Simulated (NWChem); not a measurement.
Isomers of C₄H₆Si, each optimised at PBE0/def2-SVP with NWChem, gas phase unless a solvent is named. Flexible species stand in one conformer each, which need not be the lowest. 

A: C#C/C=C/[SiH3]
B: C=CC#C[SiH3]
C: C1=C[SiH2]C=C1
D: [SiH2](C=C)C#C

Question: Rank them by dipole (D), PBE0/def2-SVP, lowest first.

Answer: A (0.40), C (0.58), D (0.74), B (1.11)
